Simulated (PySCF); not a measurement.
B(F)(Et)(NH2) (C₂H₇BFN), SMILES C(B(F)N)C. Atoms are numbered in the order given.

```xyz
12

B     -0.1241     0.3871     0.4197
F     -1.3066    -0.1649     0.7814
C      0.4215     0.1110    -1.0386
C      0.3732    -1.3737    -1.4262
H      1.4434     0.5103    -1.1584
H     -0.2126     0.6904    -1.7362
H     -0.6473    -1.7748    -1.3230
H      1.0291    -1.9788    -0.7784
H      0.6951    -1.5383    -2.4671
N      0.5333     1.1777     1.3749
H      0.1480     1.3488     2.2957
H      1.4236     1.6231     1.2009
```

Geometry: ωB97X-D3(BJ)/def2-SVP. Other conformers were not sampled.

All values below come from TDDFT-PBE0/def2-SVPD run with PySCF.

Vertical excitations. Isolated molecule, no solvent.

```json
[
 {"state": "S1", "energy (eV)": "7.31", "λ (nm)": "170", "f": "0.036", "main pairs": "HOMO→LUMO 95 %"},
 {"state": "S2", "energy (eV)": "7.89", "λ (nm)": "157", "f": "0.010", "main pairs": "HOMO−1→LUMO 92 %"},
 {"state": "S3", "energy (eV)": "8.25", "λ (nm)": "150", "f": "0.010", "main pairs": "HOMO−1→LUMO+1 74 %"},
 {"state": "S4", "energy (eV)": "8.41", "λ (nm)": "147", "f": "0.142", "main pairs": "HOMO→LUMO+1 80 %"},
 {"state": "S5", "energy (eV)": "8.72", "λ (nm)": "142", "f": "0.034", "main pairs": "HOMO→LUMO+2 41 %, HOMO→LUMO+3 27 %, HOMO−2→LUMO 16 %, HOMO→LUMO+5 8 %"},
 {"state": "S6", "energy (eV)": "8.77", "λ (nm)": "141", "f": "0.001", "main pairs": "HOMO−2→LUMO 73 %"},
 {"state": "S7", "energy (eV)": "8.93", "λ (nm)": "139", "f": "0.060", "main pairs": "HOMO→LUMO+3 39 %, HOMO→LUMO+2 35 %, HOMO−1→LUMO+2 8 %, HOMO→LUMO+4 8 %"},
 {"state": "S8", "energy (eV)": "9.07", "λ (nm)": "137", "f": "0.076", "main pairs": "HOMO−1→LUMO+2 70 %, HOMO−1→LUMO+1 11 %"},
 {"state": "S9", "energy (eV)": "9.27", "λ (nm)": "134", "f": "0.029", "main pairs": "HOMO−2→LUMO+1 80 %"},
 {"state": "S10", "energy (eV)": "9.35", "λ (nm)": "133", "f": "0.016", "main pairs": "HOMO→LUMO+4 49 %, HOMO−1→LUMO+3 31 %"},
 {"state": "T1", "energy (eV)": "6.89", "λ (nm)": "180", "f": "0", "main pairs": "HOMO→LUMO+1 50 %, HOMO→LUMO+2 26 %, HOMO→LUMO 17 %"},
 {"state": "T2", "energy (eV)": "7.02", "λ (nm)": "177", "f": "0", "main pairs": "HOMO→LUMO 74 %, HOMO→LUMO+1 22 %"},
 {"state": "T3", "energy (eV)": "7.49", "λ (nm)": "166", "f": "0", "main pairs": "HOMO−1→LUMO+1 59 %, HOMO−1→LUMO 23 %, HOMO−1→LUMO+2 10 %"},
 {"state": "T4", "energy (eV)": "7.87", "λ (nm)": "158", "f": "0", "main pairs": "HOMO−1→LUMO 72 %, HOMO−1→LUMO+1 14 %, HOMO−1→LUMO+2 11 %"}
]
```
Triplets are in the Tamm–Dancoff approximation, which puts them higher than full response would, so one can lie above its singlet here.
